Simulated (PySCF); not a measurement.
## Telling isomers of C7H19NSi apart by NMR

A single conformation, averaged over atoms made equivalent by symmetry, fast rotation or ring inversion, no solvent, non-relativistic. Geometry: PBE0-D3(BJ)/def2-SVP; shielding tensors at PBE0/pcSseg-1 (GIAO); PySCF.

Chemical shifts δ = σref − σ; 1H (σ = 31.27 ppm) and 13C (σ = 184.41 ppm) vs TMS, all at this level. Where no couplings were computed, multiplicities follow the n + 1 count of equivalent neighbours, and m marks all less simple cases (inequivalent or close neighbours, rings, F or P nearby). Shifts are as computed. Against solution values, carbons near 30 ppm lie about +2 ppm off and those near 130 ppm about +5 ppm. Of 1309 compounds with measured shifts, 239 miss one by over three times the rms of a fit or turn the order of signals round; such compounds aren't used in these exercises. OH and NH positions are gas-phase values without hydrogen bonding to other molecules.

(1) Tabulate the signals of `CC(C)N([SiH3])C(C)(C)C`, `CC(C)[Si@@H](N)C(C)(C)C` and their relative energies.

(2) What is the quickest way to tell CC(C)N([SiH3])C(C)(C)C from CC(C)[Si@@H](N)C(C)(C)C?

Results:

(1) 
| SMILES | carbon types | δC | δH | E rel. (kcal/mol) |
| --- | --- | --- | --- | --- |
| CC(C)N([SiH3])C(C)(C)C | 1×C 1×CH 5×CH3 | 53.5, 46.8, 30.1, 25.7 | 4.63 (s, 3H), 2.89 (sept, 1H), 1.20 (s, 9H), 1.12 (d, 6H) | 23.7 |
| CC(C)[Si@@H](N)C(C)(C)C | 1×C 1×CH 5×CH3 | 26.9, 21.7, 18.9, 18.3, 12.6 | 4.38 (d, 1H), 1.07 (d, 3H), 1.06 (d, 3H), 0.95 (s, 9H), 0.73 (m, 1H), -0.09 (br s, 2H) | 0.0 |

Energies are electronic energies at PBE0/pcSseg-1 on these geometries, without zero-point or thermal terms, each for the one conformer computed, which needn't be the lowest.

(2) Count the carbon signals: 4 against 5. The first has a fully substituted sp3 carbon bonded to N (C) at 53.5 ppm, the second a fully substituted sp3 carbon bonded to Si (C) at 18.3 ppm. Their most deshielded carbons lie at 53.5 and 26.9 ppm.
